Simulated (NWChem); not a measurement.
System: CrO$_{2}$F$_{2}$; SMILES [F][Cr](=[O])([F])=[O]

Parts of the log:

```
             Northwest Computational Chemistry Package (NWChem) 7.3.0
             --------------------------------------------------------

 C2V symmetry detected

                             Geometry "geometry" -> ""
                             -------------------------

 Output coordinates in angstroms (scale by  1.889725989 to convert to a.u.)

  No.       Tag          Charge          X              Y              Z
 ---- ---------------- ---------- -------------- -------------- --------------
    1 Cr                  24.0000     0.00000000     0.00000000     0.05150824
    2 O                    8.0000     0.00000000    -1.23510300     0.94589224
    3 O                    8.0000     0.00000000     1.23510300     0.94589224
    4 F                    9.0000     1.38389400     0.00000000    -0.90947076
    5 F                    9.0000    -1.38389400     0.00000000    -0.90947076

 Effective nuclear repulsion energy (a.u.)     356.2264509046

      Symmetry information
      --------------------

 Group name             C2v
 Group number             16
 Group order               4
 No. of unique centers     3

  pbe96 is a nonlocal functional; adding pw91lda local functional.

                                 NWChem DFT Module
                                 -----------------

 Summary of "ao basis" -> "ao basis" (spherical)
 ------------------------------------------------------------------------------
       Tag                 Description            Shells   Functions and Types
 ---------------- ------------------------------  ------  ---------------------
 Cr                         def2-svp                11       31   5s3p2d1f
 O                          def2-svp                 6       14   3s2p1d
 F                          def2-svp                 6       14   3s2p1d

      Symmetry analysis of basis
      --------------------------

        a1         34
        a2         11
        b1         21
        b2         21

            General Information
            -------------------
          SCF calculation type: DFT
          Wavefunction type:  closed shell.
          No. of atoms     :     5
          No. of electrons :    58
           Alpha electrons :    29
            Beta electrons :    29
          Charge           :     0
          Spin multiplicity:     1
          Use of symmetry is: on ; symmetry adaption is: on
          Maximum number of iterations: 150
          AO basis - number of functions:    87
                     number of shells:    35
          Convergence on energy requested:  1.00D-06
          Convergence on density requested:  1.00D-05
          Convergence on gradient requested:  5.00D-04

              XC Information
              --------------
                     Hartree-Fock (Exact) Exchange  1.000
                     LC-wPBE(h)Exchange Functional  1.000
            Perdew 1991 LDA Correlation Functional  1.000 local
           PerdewBurkeErnz. Correlation Functional  1.000 non-local

           Range-Separation Parameters
           ---------------------------
           Alpha           :  0.00
           Beta            :  1.00
           Gamma           :  0.30
           Short-Range HF  :     F

             Grid Information
             ----------------
          Grid used for XC integration:  medium
          Radial quadrature: Mura-Knowles
          Angular quadrature: Lebedev.
          Tag              B.-S. Rad. Rad. Pts. Rad. Cut. Ang. Pts.
          ---              ---------- --------- --------- ---------
          Cr                  1.40      112           9.0       590
          O                   0.60       49           7.0       434
          F                   0.50       49           7.0       434
          Grid pruning is: on
          Number of quadrature shells:   210
          Spatial weights used:  Erf1

      Superposition of Atomic Density Guess
      -------------------------------------

 Sum of atomic energies:       -1390.99996125

      Non-variational initial energy
      ------------------------------

 Total energy =   -1390.691912
 1-e energy   =   -2626.655647
 2-e energy   =     879.737283
 HOMO         =      -0.479207
 LUMO         =      -0.051081

      Symmetry analysis of molecular orbitals - initial
      -------------------------------------------------

  Numbering of irreducible representations:

     1 a1          2 a2          3 b1          4 b2

  Orbital symmetries:

     1 a1          2 a1          3 a1          4 b1          5 b2
     6 a1          7 b1          8 a1          9 b2         10 a1
    11 b2         12 a1         13 b1         14 a1         15 b1
    16 a1         17 b2         18 a1         19 b1         20 a1
    21 a2         22 b2         23 b1         24 a1         25 b2
    26 b1         27 a2         28 a1         29 b2         30 a1
    31 a2         32 a1         33 b1         34 a1         35 b2
    36 a1         37 b2         38 a1         39 b1

[...]
```

Level: LC-wPBE (HJS exchange hole, range parameter 0.3 per bohr)/def2-SVP, vertical spin-unrestricted ions. Structure relaxed at the PBE0/def2-SVP level.

Q: Which NWChem input produces such a log?

A: This is not unique; one that fits is the input that was run:
```
start job
memory heap 200 mb stack 900 mb global 1100 mb
geometry units angstroms noautoz
  Cr     0.000000     0.000000     0.049281
  O      0.000000    -1.235103     0.943665
  O      0.000000     1.235103     0.943665
  F      1.383894     0.000000    -0.911698
  F     -1.383894     0.000000    -0.911698
end
basis spherical
  * library def2-svp
end
dft
  xc xwpbe 1.00 cpbe96 1.0 hfexch 1.00
  cam 0.3 cam_alpha 0.0 cam_beta 1.0
  iterations 150
  vectors input atomic output neutral.movecs
end
task dft energy
charge 1
dft
  odft
  mult 2
  vectors input atomic output cation.movecs
end
task dft energy
```
